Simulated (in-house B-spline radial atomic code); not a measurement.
A fraction x of an electron is removed from 4p in Sb2+, starting from [Kr] 4d10 5s2 5p1 and keeping the highest spin. Level of theory: scalar-relativistic (X2C) BHandHLYP, spin-polarised, spherical fractional occupations, Fermi nucleus of rms radius 4.6802 fm; calculated with an all-electron radial atomic-structure program (B-spline basis).

Caution: exact exchange at fractional occupations of open shells leaves self-interaction of up to several eV.

| x | E(x) - E(0) (eV) | 4p down level (eV) |
| --- | --- | --- |
| 0 | 0.0000 | -131.561 |
| 0.09 | 11.8967 | -132.813 |
| 0.15 | ? | ? |
| 0.36 | 48.2692 | -136.627 |
| 0.43 | ? | ? |
| 0.5 | 67.5375 | -138.638 |
| 0.62 | 84.2783 | -140.378 |
| 0.67 | 91.3155 | -141.108 |
| 0.8 | 109.7835 | -143.018 |
| 0.91 | 125.6049 | -144.647 |
| 1 | 138.6835 | -145.989 |

**Question.** What belongs in the row x = 0.15?

**Answer.** An energy change of 19.8907 eV; 4p down at -133.653 eV.

**Question.** What belongs in the row x = 0.43?

**Answer.** An energy change of 57.8682 eV; 4p down at -137.630 eV.

**Question.** Check Janak's theorem between x = 0.5 and 0.62.

**Answer.** The slope of the energy is 139.51 eV; the orbital levels give 139.51 eV (-ε of the emptying orbital, averaged over the two points).
